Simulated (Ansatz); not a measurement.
Relaxation of C2H6SeSi (10 atoms, charge 0, multiplicity 1), to a largest force component of 0.015 eV/Å in at most 40 steps.

Theory: Ansatz 0.2.0, RHF/def2-SVP.

```xyz
10
Properties=species:S:1:pos:R:3
Si -0.731 0.963 -0.202
C 0.053 -0.393 0.697
C 0.657 0.165 1.923
Se 1.882 1.414 1.811
H -1.383 0.488 -1.469
H -1.827 1.603 0.638
H 0.239 2.045 -0.538
H 0.826 -0.841 0.115
H -0.742 -1.196 0.941
H 0.311 -0.234 2.922
```

**Question.** Where does it end, and by what steps?

**Answer.** The run converged. After 9 steps the energy has fallen by 0.553 eV; Se4 moved furthest, 0.87 Å.

| step | energy less start (eV) | largest force component (eV/Å) | accepted |
| --- | --- | --- | --- |
| 0 | 0.0000 | 2.634 | yes |
| 1 | -0.3893 | 1.110 | yes |
| 2 | -0.4429 | 1.084 | yes |
| 3 | -0.4808 | 0.627 | yes |
| 4 | -0.5161 | 0.264 | yes |
| 5 | -0.5324 | 0.136 | yes |
| 6 | -0.5490 | 0.221 | yes |
| 7 | -0.5336 | 0.425 | no |
| 8 | -0.5524 | 0.063 | yes |
| 9 | -0.5529 | 0.006 | yes |

```xyz
10
Properties=species:S:1:pos:R:3
Si -0.883 0.989 -0.249
C 0.151 -0.323 0.688
C 0.712 0.197 1.958
Se 2.329 0.801 2.228
H -1.502 0.332 -1.424
H -1.947 1.516 0.637
H -0.012 2.097 -0.692
H 0.942 -0.654 0.014
H -0.519 -1.165 0.887
H 0.011 0.224 2.790
```

Whether the end is a true minimum wasn't checked by a vibrational analysis.

The run took 17 s on 2 threads of Intel(R) Xeon(R) 6975P-C (Granite Rapids), with other jobs on the host, peak memory 0.25 GiB.
